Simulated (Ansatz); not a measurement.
CH2F2OZn, SMILES `FC(F)[O][ZnH]`, relaxed with RKS PBE0-D4/def2-TZVP in Ansatz from a GFN2-xTB geometry. The force threshold is 0.005 eV/Å; the program also tests the step.

Charge 0, multiplicity 1.

Start:

```xyz
7

F    -1.098    0.418    0.668
C    -0.655   -0.456   -0.401
F     0.254   -1.249    0.423
O    -0.018    0.182   -1.258
Zn    1.049    0.807    0.147
H    -1.498   -1.104   -0.666
H     1.967    1.403    1.087
```

```tsv
step	energy (eV)	largest force (eV/Å)	largest move (Å)
1	-56958.6934	2.120	0.000
2	-56958.8947	1.073	0.106
3	-56959.0776	0.556	0.193
4	-56959.2467	0.688	0.180
5	-56959.2715	1.761	0.200
6	-56959.3060	0.349	0.036
7	-56959.3117	0.070	0.042
8	-56959.3121	0.007	0.011
9	-56959.3121	0.002	0.004
```

End:

```xyz
7

F    -1.531    0.098    0.653
C    -0.773   -0.567   -0.283
F    -0.149   -1.564    0.434
O     0.098    0.231   -0.857
Zn    1.358    1.052    0.158
H    -1.459   -1.044   -0.990
H     2.456    1.795    0.884
```

It took 49 s on 4 threads of an Arm Neoverse N1 on a shared host, with 0.49 GiB of host memory at the peak.
